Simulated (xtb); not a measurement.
C$_{7}$H$_{15}$S (SMILES C[C](C)SC(C)(C)C), doublet, geometry from GFN2-xTB; xtb with GFN0-xTB.

xtb was given this input:
```
$ xtb mol.xyz --gfn 0 --uhf 1 --json

# file mol.xyz
23

C      2.53931107     1.23454430    -0.36407275
C      1.58833213     0.14022730    -0.03151812
C      1.99857434    -1.26684443    -0.29454751
S      0.19736028     0.53680713     0.88264592
C     -1.31331415    -0.14833590    -0.04348136
C     -1.19778917     0.26936125    -1.49895296
C     -1.40670294    -1.65735711     0.10896702
C     -2.49076052     0.53498104     0.63736467
H      2.11068103     2.20261739    -0.11921912
H      2.78066924     1.21537122    -1.43071290
H      3.48301943     1.12487421     0.17881211
H      3.08135614    -1.36291779    -0.19711890
H      1.74079591    -1.58560538    -1.31077506
H      1.52427942    -1.95145380     0.40525969
H     -2.06983731    -0.07389127    -2.05410738
H     -1.13801334     1.35256992    -1.58042535
H     -0.30718246    -0.15828216    -1.95442703
H     -1.32576456    -1.94058082     1.15635471
H     -2.36901801    -2.00439566    -0.26661464
H     -0.62387297    -2.15932212    -0.45245735
H     -3.42372128     0.23445199     0.16315982
H     -2.53043025     0.26199482     1.68942820
H     -2.39662999     1.61619635     0.56795422
```

Q: Predict the main parts of the log of this xtb run.

A: 
```
   ID    Z sym.   atoms
    1    6 C      1-3, 5-8
    2   16 S      4
    3    1 H      9-23

           -------------------------------------------------
          |                Calculation Setup                |
           -------------------------------------------------

           -------------------------------------------------
          |                 G F N 0 - x T B                 |
           -------------------------------------------------

          ...................................................
          :                      SETUP                      :
          :.................................................:
          :  # basis functions                  68          :
          :  # atomic orbitals                  67          :
          :  # shells                           47          :
          :  # electrons                        49          :
          :  electronic temp.          300.0000000     K    :
          :  accuracy                    1.0000000          :
          :  -> integral cutoff          0.2500000E+02      :
          :  -> integral neglect         0.1000000E-07      :
          ...................................................

         :::::::::::::::::::::::::::::::::::::::::::::::::::::
         ::                     SUMMARY                     ::
         :::::::::::::::::::::::::::::::::::::::::::::::::::::
         :: total energy             -26.350047346777 Eh    ::
         :: gradient norm              0.025392036444 Eh/a0 ::
         :: HOMO-LUMO gap              3.718637025135 eV    ::
         ::.................................................::
         :: H0 energy                -26.691852214219 Eh    ::
         :: repulsion energy           0.377497355291 Eh    ::
         :: electrostat energy        -0.026753077786 Eh    ::
         :: -> Gsolv                   0.000000000000 Eh    ::
         ::    -> Gsasa                0.000000000000 Eh    ::
         ::    -> Gshift               0.000000000000 Eh    ::
         :: dispersion energy         -0.008939410064 Eh    ::
         :: short-range corr.          0.000000000000 Eh    ::
         :: add. restraining           0.000000000000 Eh    ::
         :: total charge              -0.000000000000 e     ::
         :::::::::::::::::::::::::::::::::::::::::::::::::::::

           -------------------------------------------------
          |                Property Printout                |
           -------------------------------------------------

    * Orbital Energies and Occupations

         #    Occupation            Energy/Eh            Energy/eV
      -------------------------------------------------------------
         1        2.0000           -0.7470374             -20.3279
       ...           ...                  ...                  ...
        13        2.0000           -0.5396720             -14.6852
        14        2.0000           -0.5316068             -14.4658
        15        2.0000           -0.5228711             -14.2280
        16        2.0000           -0.5210176             -14.1776
        17        2.0000           -0.5203825             -14.1603
        18        2.0000           -0.5116959             -13.9240
        19        2.0000           -0.4950636             -13.4714
        20        2.0000           -0.4869635             -13.2510
        21        2.0000           -0.4839819             -13.1698
        22        2.0000           -0.4697190             -12.7817
        23        2.0000           -0.4572486             -12.4424
        24        2.0000           -0.4071684             -11.0796
        25        1.0000           -0.3417578              -9.2997 (HOMO)
        26                         -0.2051004              -5.5811 (LUMO)
        27                         -0.1773918              -4.8271
        28                         -0.1552334              -4.2241
        29                         -0.1516129              -4.1256
[...]
             Fermi-level            0.0000000 Eh            0.0000 eV

     #   Z          covCN         q      C6AA      α(0)
     1   6 C        3.794    -0.323    30.477     7.957
     2   6 C        2.930     0.007    29.371     8.860
     3   6 C        3.774    -0.325    30.563     7.973
     4  16 S        2.106    -0.035   139.934    19.945
     5   6 C        3.884     0.218    19.232     6.312
     6   6 C        3.787    -0.406    32.844     8.262
     7   6 C        3.774    -0.411    33.014     8.286
     8   6 C        3.819    -0.404    32.767     8.246
     9   1 H        0.925     0.106     1.732     2.058
    10   1 H        0.924     0.103     1.762     2.076
    11   1 H        0.924     0.103     1.757     2.073
    12   1 H        0.924     0.106     1.734     2.059
    13   1 H        0.924     0.097     1.813     2.105
    14   1 H        0.925     0.105     1.740     2.063
    15   1 H        0.925     0.116     1.650     2.008
    16   1 H        0.925     0.118     1.627     1.995
    17   1 H        0.925     0.124     1.582     1.967
    18   1 H        0.925     0.117     1.638     2.001
    19   1 H        0.925     0.117     1.640     2.003
    20   1 H        0.925     0.120     1.617     1.989
    21   1 H        0.925     0.116     1.650     2.009
    22   1 H        0.925     0.116     1.643     2.005
    23   1 H        0.925     0.116     1.647     2.007

 Mol. C6AA /au·bohr⁶  :       4789.585006
 Mol. C8AA /au·bohr⁸  :     125561.156635
 Mol. α(0) /au        :        106.258389

Wiberg/Mayer (AO) data.
largest (>0.10) Wiberg bond orders for each atom

 ---------------------------------------------------------------------------
     #   Z sym  total        # sym  WBO       # sym  WBO       # sym  WBO
 ---------------------------------------------------------------------------
     1   6 C    3.978 --     2 C    1.036     9 H    0.978    11 H    0.962
                            10 H    0.960
     2   6 C    3.592 --     4 S    1.393     1 C    1.036     3 C    1.034
     3   6 C    3.979 --     2 C    1.034    14 H    0.975    12 H    0.968
                            13 H    0.959
     4  16 S    2.454 --     2 C    1.393     5 C    0.888
     5   6 C    3.964 --     7 C    1.012     6 C    1.010     8 C    1.007
                             4 S    0.888
     6   6 C    3.979 --     5 C    1.010    16 H    0.979    17 H    0.977
                            15 H    0.975
     7   6 C    3.979 --     5 C    1.012    18 H    0.980    20 H    0.978
                            19 H    0.975
     8   6 C    3.979 --     5 C    1.007    22 H    0.979    23 H    0.978
                            21 H    0.975
     9   1 H    0.986 --     1 C    0.978
    10   1 H    0.987 --     1 C    0.960
    11   1 H    0.985 --     1 C    0.962
    12   1 H    0.982 --     3 C    0.968
    13   1 H    0.990 --     3 C    0.959
    14   1 H    0.984 --     3 C    0.975
    15   1 H    0.978 --     6 C    0.975
    16   1 H    0.981 --     6 C    0.979
    17   1 H    0.977 --     6 C    0.977
    18   1 H    0.984 --     7 C    0.980
    19   1 H    0.978 --     7 C    0.975
    20   1 H    0.976 --     7 C    0.978
    21   1 H    0.977 --     8 C    0.975
    22   1 H    0.977 --     8 C    0.979
    23   1 H    0.979 --     8 C    0.978
 ---------------------------------------------------------------------------

Topologies differ in total number of bonds
Writing topology from bond orders to xtbtopo.mol

 dipole moment from electron density (au)
     X       Y       Z
  -0.2350  -0.3568  -0.5015  total (Debye):    1.674

           -------------------------------------------------
          | TOTAL ENERGY              -26.350047346777 Eh   |
          | GRADIENT NORM               0.025392036444 Eh/α |
          | HOMO-LUMO GAP               3.718637025135 eV   |
           -------------------------------------------------

normal termination of xtb
```
